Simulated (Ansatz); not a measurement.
Single points on Si4Cl2.

```yaml
crystal:
  periodic: [false, false, false]
  atoms:
    - {symbol: Si, position_ang: [-0.596181, -1.115325, 0.377009]}
    - {symbol: Si, position_ang: [0.596828, 1.114257, -0.380479]}
    - {symbol: Si, position_ang: [-1.537254, 0.276226, -1.301432]}
    - {symbol: Si, position_ang: [1.535157, -0.271895, 1.302805]}
    - {symbol: Cl, position_ang: [-2.129365, 0.686851, 1.027310]}
    - {symbol: Cl, position_ang: [2.130814, -0.690114, -1.025222]}
basis:
  gaussian: {orbitals: def2-TZVP, initial_orbitals: start.molden}
hamiltonian: {xc: {name: B3LYP}, dispersion: d4}
scf: {omitted_lower_state_checks: [starts]}
output: {orbitals: {seedname: orbitals}}
```

The file start.molden holds the orbitals of an earlier run on this structure, at another level or in another basis.

```sh
$ ansatz run in.yaml --threads 4 --pin off --events-out ev --progress --plain --max-ram 4787MiB
```

Output, abridged:

```
Functional definition: B3LYP
1570 factors; their error is unknown
mean field evaluation 1: about -56559.3456 eV, gradient 9.3e0 eV
mean field evaluation 2: about -56559.4408 eV, gradient 1.0e-1 eV
mean field evaluation 4: about -56559.6009 eV, gradient 1.3e-4 eV
mean field -56559.60085315 eV, -2078.5269938788 hartree, gradient 2.2e-5 eV, S^2 0.000000; 0 other end points of the search recorded, 0 dependent functions left out
reference -56559.60112173 eV, -2078.5270037489 hartree; 45, 45 occupied and 177, 177 virtual orbitals, 1570 factors
Total energy: -56560.40158892 eV, -2078.5564203757 hartree
Checks for a lower state left out: starts
```

Hardware: 4 threads of Arm Neoverse N1 on a shared host. Wall time 8 s, peak host memory 0.81 GiB.

Geometry: B3LYP-D4/def2-SVP.

B3LYP takes the VWN-RPA correlation. The restricted singlet is unstable towards broken spin symmetry in Hartree–Fock (as tested in another run); at B3LYP-D4/def2-TZVP this wasn't settled. The structure comes from a short search, and lower isomers may exist.
